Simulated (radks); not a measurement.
The numbers below are computed, except where a source is named.
Problem. Sn44+, 6 electrons, occupied as [He] 2s2 2p2 (the NIST ground configuration). Level of theory: non-relativistic Kohn-Sham, LDA (Slater exchange, Perdew-Wang correlation), spin-unpolarised, spherical densities, point nucleus; relativity is left out, which matters for an element this heavy (a radial shooting solver on a logarithmic mesh with Libxc functionals). Some entries of the table are withheld. Estimate them.

orbital  occ.  eigenvalue (eV)  r(max) (bohr)  <r> (bohr)
1s          2        -31668.57            (1)     0.03036
2s          2        -7296.898            (2)         (3)
2p          2              (4)        0.08410      0.1059
3s          0              (5)         0.2778      0.2889
3p          0        -3073.113         0.2585      0.2711

Solution. 
(1) 1s r(max) (bohr): 0.02014
(2) 2s r(max) (bohr): 0.1084
(3) 2s <r> (bohr): 0.1253
(4) 2p eigenvalue (eV): -7148.969
(5) 3s eigenvalue (eV): -3122.155
